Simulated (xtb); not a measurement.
Input file for xtb: GFN2-xTB on CSe, 2S+1 = 1, a spin state set in the input, which need not be the lowest, a point of a bond scan (R = 1.772 Å).

```
$ xtb mol.xyz --gfn 2 --sp --chrg 0 --uhf 0
2

C      0.00000000     0.00000000     0.00000000
Se     0.00000000     0.00000000     1.77155800
```

The log:

```
[...]
           -------------------------------------------------
          |                Calculation Setup                |
           -------------------------------------------------



           -------------------------------------------------
          |                 G F N 2 - x T B                 |
           -------------------------------------------------

        Reference                      10.1021/acs.jctc.8b01176
      * Hamiltonian:
        H0-scaling (s, p, d)           1.850000    2.230000    2.230000
        zeta-weighting                 0.500000
      * Dispersion:
        s8                             2.700000
        a1                             0.520000
        a2                             5.000000
        s9                             5.000000
      * Repulsion:
        kExp                           1.500000    1.000000
        rExp                           1.000000
      * Coulomb:
        alpha                          2.000000
        third order                    shell-resolved
        anisotropic                    true
        a3                             3.000000
        a5                             4.000000
        cn-shift                       1.200000
        cn-exp                         4.000000
        max-rad                        5.000000


          ...................................................
          :                      SETUP                      :
          :.................................................:
          :  # basis functions                  14          :
          :  # atomic orbitals                  13          :
          :  # shells                            5          :
          :  # electrons                        10          :
          :  max. iterations                   250          :
          :  Hamiltonian                  GFN2-xTB          :
          :  restarted?                      false          :
          :  GBSA solvation                  false          :
          :  PC potential                    false          :
          :  electronic temp.          300.0000000     K    :
          :  accuracy                    1.0000000          :
          :  -> integral cutoff          0.2500000E+02      :
          :  -> integral neglect         0.1000000E-07      :
          :  -> SCF convergence          0.1000000E-05 Eh   :
          :  -> wf. convergence          0.1000000E-03 e    :
          :  Broyden damping             0.4000000          :
          :  net charge                          0          :
          :  unpaired electrons                  0          :
          ...................................................

 iter      E             dE          RMSdq      gap      omega  full diag
   1     -5.1667294 -0.516673E+01  0.234E+01    2.69       0.0  T
   2     -5.0472720  0.119457E+00  0.178E+01    2.76       1.0  T
   3     -4.6902699  0.357002E+00  0.170E+01    2.96       1.0  T
   4     -5.1458512 -0.455581E+00  0.811E+00    2.65       1.0  T
   5     -5.1607046 -0.148534E-01  0.690E+00    2.65       1.0  T
   6     -5.1982888 -0.375842E-01  0.998E-01    2.64       1.0  T
   7     -5.1993290 -0.104014E-02  0.829E-01    2.65       1.0  T
   8     -5.1987403  0.588609E-03  0.862E-01    2.65       1.0  T
   9     -5.1988877 -0.147377E-03  0.100E+00    2.66       1.0  T
  10     -5.1999200 -0.103231E-02  0.189E-01    2.66       1.0  T
  11     -5.1999464 -0.263750E-04  0.561E-02    2.66       1.3  T
  12     -5.1999493 -0.294224E-05  0.161E-03    2.66      43.9  T
  13     -5.1999493  0.211861E-08  0.235E-03    2.66      30.1  T
  14     -5.1999493 -0.435423E-08  0.269E-04    2.66     263.3  T
  15     -5.1999493 -0.690674E-10  0.110E-04    2.66     644.9  T

   *** convergence criteria satisfied after 15 iterations ***

         #    Occupation            Energy/Eh            Energy/eV
      -------------------------------------------------------------
         1        2.0000           -0.7693762             -20.9358
         2        2.0000           -0.5766505             -15.6915
         3        2.0000           -0.4418849             -12.0243
         4        2.0000           -0.4418849             -12.0243
         5        2.0000           -0.4328774             -11.7792 (HOMO)
         6                         -0.3352997              -9.1240 (LUMO)
         7                         -0.3352997              -9.1240
         8                         -0.1228700              -3.3435
         9                         -0.0362751              -0.9871
        10                         -0.0362751              -0.9871
       ...                                ...                  ...
        13                          0.5951265              16.1942
      -------------------------------------------------------------
                  HL-Gap            0.0975777 Eh            2.6552 eV
             Fermi-level           -0.3840885 Eh          -10.4516 eV

 SCC (total)                   0 d,  0 h,  0 min,  0.002 sec
 SCC setup                      ...        0 min,  0.000 sec (  4.493%)
 Dispersion                     ...        0 min,  0.000 sec (  1.713%)
 classical contributions        ...        0 min,  0.000 sec (  1.017%)
 integral evaluation            ...        0 min,  0.000 sec ( 10.334%)
 iterations                     ...        0 min,  0.001 sec ( 65.190%)
 molecular gradient             ...        0 min,  0.000 sec ( 11.391%)
 printout                       ...        0 min,  0.000 sec (  5.360%)

         :::::::::::::::::::::::::::::::::::::::::::::::::::::
         ::                     SUMMARY                     ::
         :::::::::::::::::::::::::::::::::::::::::::::::::::::
         :: total energy              -5.182409109209 Eh    ::
         :: gradient norm              0.108531314090 Eh/a0 ::
         :: HOMO-LUMO gap              2.655224677519 eV    ::
         ::.................................................::
         :: SCC energy                -5.199949343968 Eh    ::
         :: -> isotropic ES           -0.012392613076 Eh    ::
         :: -> anisotropic ES          0.000720496065 Eh    ::
         :: -> anisotropic XC          0.005432964406 Eh    ::
         :: -> dispersion             -0.000665806304 Eh    ::
         :: repulsion energy           0.017540234759 Eh    ::
         :: add. restraining           0.000000000000 Eh    ::
         :: total charge              -0.000000000000 e     ::
         :::::::::::::::::::::::::::::::::::::::::::::::::::::

           -------------------------------------------------
          |                Property Printout                |
           -------------------------------------------------

    * Orbital Energies and Occupations

         #    Occupation            Energy/Eh            Energy/eV
      -------------------------------------------------------------
         1        2.0000           -0.7693762             -20.9358
         2        2.0000           -0.5766505             -15.6915
         3        2.0000           -0.4418849             -12.0243
         4        2.0000           -0.4418849             -12.0243
         5        2.0000           -0.4328774             -11.7792 (HOMO)
         6                         -0.3352997              -9.1240 (LUMO)
         7                         -0.3352997              -9.1240
         8                         -0.1228700              -3.3435
         9                         -0.0362751              -0.9871
        10                         -0.0362751              -0.9871
        11                          0.0859492               2.3388
        12                          0.0859492               2.3388
        13                          0.5951265              16.1942
Note: The following floating-point exceptions are signalling: IEEE_DENORMAL
normal termination of xtb
      -------------------------------------------------------------
                  HL-Gap            0.0975777 Eh            2.6552 eV
             Fermi-level           -0.3840885 Eh          -10.4516 eV

     #   Z          covCN         q      C6AA      α(0)
     1   6 C        0.979    -0.107    39.316    10.531
     2  34 Se       0.979     0.107   223.348    26.190

 Mol. C6AA /au·bohr⁶  :        449.694860
 Mol. C8AA /au·bohr⁸  :      25513.144256
 Mol. α(0) /au        :         36.721245


Wiberg/Mayer (AO) data.
largest (>0.10) Wiberg bond orders for each atom

 ---------------------------------------------------------------------------
     #   Z sym  total        # sym  WBO       # sym  WBO       # sym  WBO
 ---------------------------------------------------------------------------
     1   6 C    2.913 --     2 Se   2.913
     2  34 Se   2.913 --     1 C    2.913
 ---------------------------------------------------------------------------

Topologies differ in total number of bonds
Writing topology from bond orders to xtbtopo.mol

molecular dipole:
                 x           y           z       tot (Debye)
 q only:        0.000       0.000       0.358
   full:        0.000      -0.000       0.916       2.327
molecular quadrupole (traceless):
                xx          xy          yy          xz          yz          zz
 q only:       -0.599       0.000      -0.599       0.000       0.000       1.198
  q+dip:       -2.207       0.000      -2.207       0.000      -0.000       4.413
   full:       -0.929       0.000      -0.929       0.000      -0.000       1.859


           -------------------------------------------------
          | TOTAL ENERGY               -5.182409109209 Eh   |
          | GRADIENT NORM               0.108531314090 Eh/α |
          | HOMO-LUMO GAP               2.655224677519 eV   |
           -------------------------------------------------

------------------------------------------------------------------------
------------------------------------------------------------------------
 total:
 SCF:
```

The run finished.

Cost: around 0.04 core-seconds (rough).
